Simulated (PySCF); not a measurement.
**Correlation energy of Cd²⁺ (cadmium, charge +2)**

[Kr] 4d9 5p1, one real determinant (an excited configuration). Calculation: PySCF 2.14, in x2c-QZVPPall with one added diffuse shell each of s, p, d, f, g type (14s9p8d5f3g, 143 functions); scalar relativity by spin-free X2C-1e. Frozen: [Kr]; 10 electrons correlated.

MP2 pair energies summed by pair of shells (mhartree):

| pair | energy | share (%) |
| --- | --- | --- |
| 4d-4d | -291.60 | 90.5 |
| 4d-5p | -30.72 | 9.5 |

Total MP2 correlation energy: -322.32 mhartree.

Same-spin part -120.72 and opposite-spin part -201.59 mhartree; SCS-MP2 scales them by 1/3 and 6/5 to -282.15 mhartree.

The reference is one real determinant that mixes LS terms of this configuration.
